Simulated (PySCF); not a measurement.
Working with the constants of MgSn⁺

UHF-CCSD(T) constants of MgSn⁺, ²Π (doublet), unpaired electrons π ↑ (PySCF, spin-free X2C with a Gaussian nucleus, basis sets Mg x2c-SVPall, Sn x2c-SVPall; masses 23.9850 and 119.9022 u):

* ωe: 188.2 cm⁻¹
* ωexe: 0.808 cm⁻¹
* Be: 0.093402 cm⁻¹
* αe: 0.000593 cm⁻¹
* D (centrifugal): 9.2e-08 cm⁻¹
* De to Mg + Sn⁺: 1.53 eV

Give the vibrational terms G(v) and spacings up to v = 6.

G(v) = ωe(v+½) − ωexe(v+½)².

```
v  G(v) (cm⁻¹)  G(v) − G(v−1)  Bv (cm⁻¹)
0         93.9                   0.09311
1        280.5          186.6    0.09251
2        465.4          185.0    0.09192
3        648.8          183.4    0.09133
4        830.5          181.7    0.09073
5       1010.7          180.1    0.09014
6       1189.2          178.5    0.08955
```

How well does the Morse estimate ωe²/(4ωexe) reproduce De, and what is D0?

It gives 1.36 eV, 89 % of the computed De. D0 = De − G(0) = 1.53 − 0.01 = 1.52 eV.

Correlated steps freeze 19 core orbitals. Correlated levels converge slowly with the basis: in double zeta they bind strong bonds too weakly, by up to about 1 eV, and carry superposition errors of some tenths. Spin–orbit coupling is left out, which matters for elements this heavy, above all for dissociation energies. For an ion De counts to the pair picked by the measured ionisation energies or electron affinities, which need not be the lowest pair at this level. The state is the lowest determinant that a PBE0 search found; another state may lie lower at other levels.
